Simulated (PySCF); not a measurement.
# A small calculation by hand: entropy of an ideal gas

SiH3Cl, SMILES [SiH3]Cl.

Geometry optimised at B3LYP-D3(BJ)/def2-TZVP. The isomer is the one that the SMILES or the coordinates give; other isomers of the formula were not compared.

PySCF 2.14.0 with B3LYP-D3(BJ)/def2-TZVP gives the harmonic wavenumbers 535, 661, 661, 957, 960, 960, 2251, 2263, 2263 cm⁻¹ and the rotational temperatures 4.0938, 0.3132, 0.3132 K. The molar mass is 66.56 g/mol, the symmetry number 3, the spin multiplicity 1.

Task: Work out the entropy at 298.15 K and 1 atm in the rigid-rotor, harmonic-oscillator model.

Result: 
Translation (Sackur–Tetrode at 1 atm): S = R[1.5 ln M + 2.5 ln T − 1.16487] = 161.1 J/(mol K).
Rotation: q = (√π/σ) T^1.5/√(θA θB θC) = 4800, S = R[ln q + 3/2] = 82.9 J/(mol K).
Vibration: with u = 1.4388 ν/T, each mode gives R[u/(e^u − 1) − ln(1 − e^−u)]:
| ν (cm⁻¹) | modes | u | S (J/(mol K)) |
|---|---|---|---|
| 535 | 1 | 2.58 | 2.41 |
| 661 | 2 | 3.19 | 2.98 |
| 957 | 1 | 4.62 | 0.47 |
| 960 | 2 | 4.63 | 0.92 |
The stiffer modes add less than 0.005 each. Sum 6.8 J/(mol K).
Spin: R ln 1 = 0.0 J/(mol K).
Total 250.8 J/(mol K); the program's own thermochemistry gives 250.8. Translation makes up 64 % and vibration 3 %. Anharmonicity, hindered rotation and orbital degeneracy are left out.
